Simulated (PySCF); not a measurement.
WO3, SMILES [W](=[O])(=[O])=[O], multiplicity 1. The structure is a stationary point at B3LYP-D3(BJ)/def2-TZVP. The multiplicity is an assumed one; other spin states were not compared. The isomer is the one that the SMILES or the coordinates give; other isomers of the formula were not compared. The def2 effective core potentials stand for the cores of W; spin–orbit coupling is left out.

Computed equilibrium geometry at B3LYP-D3(BJ)/def2-TZVP (PySCF confirms it by a frequency run) as a Z-matrix, and its point group:
point group C3v.
```
W
O 1 1.7281
O 1 1.7281 2 107.57
O 1 1.7281 2 107.57 3 115.62
```
